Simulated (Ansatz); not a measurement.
C2H6O2Si can be A, `O/C=C/[SiH2]O`, or B, `CC(=O)O[SiH3]`.

Computed with Ansatz on PBE0-D4/def2-TZVP structures; ΔE is electronic, products minus reactants. CBS: MP2 limit from def2 TZ/QZ plus the TZ coupled-cluster correction, frozen cores. Functionals use def2-TZVPP. B3LYP here is the variant with VWN-RPA as its local correlation; programs differ in this. Each species was taken in one conformer, which may not be the lowest.

Q: Which isomer does CCSD(T)/CBS put lower? Give the gap. (Best estimate.)

A: Computed: B, by 11.1 kcal/mol.

Q: Give E(B) − E(A) in kcal/mol with B2PLYP, r2SCAN-D4, CCSD(T)/def2-TZVPP, B3LYP-D4, MP2/def2-TZVPP, PBE-D4, ωB97M-V. (Estimate.)

A: The calculation gave: B2PLYP -13.5, r2SCAN-D4 -13.6, CCSD(T)/def2-TZVPP -12.9, B3LYP-D4 -13.3, MP2/def2-TZVPP -12.3, PBE-D4 -13.0, ωB97M-V -13.1. None reverses the order clearly.

Largest T1 diagnostic: 0.014.

In def2-TZVPP, CCSD(T) changes the Hartree–Fock value by +3.9 kcal/mol (the triples alone add +0.0 kcal/mol) and MP2 by +4.6 kcal/mol.
